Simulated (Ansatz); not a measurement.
Reaction (ligand exchange at the Si–O bond): `CO[SiH2]O[SiH3]` + H₂S → `CO[SiH2]S` + `O[SiH3]`

Program: Ansatz. Geometries: PBE0-D4/def2-TZVP. ΔE: electronic, gas phase. CCSD(T)/CBS adds triple-zeta CCSD(T) − MP2 to the extrapolated MP2 energy (def2 sets, frozen cores). This one scheme is used for every species. DFT in def2-TZVPP. B3LYP here is the variant with VWN-RPA as its local correlation; programs differ in this. Each species was taken in one conformer, which may not be the lowest.

`CO[SiH2]O[SiH3]`:

```xyz
13

C     0.718   -2.055   -0.170
O     0.051   -1.173   -1.045
Si    0.423    0.409   -1.200
O     0.087    1.257    0.154
Si   -1.094    1.656    1.214
H     0.492   -3.078   -0.475
H     1.805   -1.915   -0.205
H     0.381   -1.915    0.862
H    -0.402    0.898   -2.326
H     1.879    0.571   -1.435
H    -0.657    2.857    1.967
H    -2.361    1.952    0.496
H    -1.323    0.535    2.163
```

H₂S:

```xyz
3

S    -0.140    0.437    0.416
H     1.012   -0.046   -0.072
H    -0.872   -0.391   -0.344
```

`CO[SiH2]S`:

Cartesian coordinates in Å:
```
C -0.765 -1.447 0.368
O -0.708 -0.046 0.213
Si 0.705 0.766 0.041
S 0.315 2.787 -0.465
H -1.808 -1.756 0.287
H -0.187 -1.964 -0.407
H -0.387 -1.754 1.349
H 1.517 0.090 -1.007
H 1.468 0.827 1.314
H -0.148 2.497 -1.693
```

`O[SiH3]`:

```xyz
6

O     1.248   -0.225   -0.187
Si   -0.313    0.136    0.200
H     1.411   -0.673   -1.017
H    -0.934    1.039   -0.808
H    -0.259    0.813    1.516
H    -1.153   -1.090    0.295
```

(1) Is it downhill or uphill in electronic energy at CCSD(T)/CBS, and by how much? (Best estimate.)

(2) What do these levels give: PBE0-D4, B3LYP-D4, ωB97X-V, BLYP, BHLYP, CCSD(T)/def2-SVP? (Best estimate.)

Largest T1 diagnostic among the species: 0.011.

Results:

(1) Ansatz gave: Uphill: ΔE = +16.4 kcal/mol.

(2) Computed: PBE0-D4 13.9, B3LYP-D4 17.1, ωB97X-V 16.1, BLYP 15.3, BHLYP 18.1, CCSD(T)/def2-SVP 17.5 kcal/mol.

At CCSD(T), def2-SVP lies +1.1 kcal/mol from the extrapolated value and def2-TZVPP +0.6 kcal/mol. The D4 term adds +0.9 kcal/mol with B3LYP and +0.6 kcal/mol with PBE0; it sums over pairs of atoms, weighted by their polarisabilities, and B3LYP, whose exchange is more repulsive, gets the larger term. From PBE to PBE0 (25 % exact exchange), in def2-TZVPP and without D4, ΔE moves by +1.3 kcal/mol.
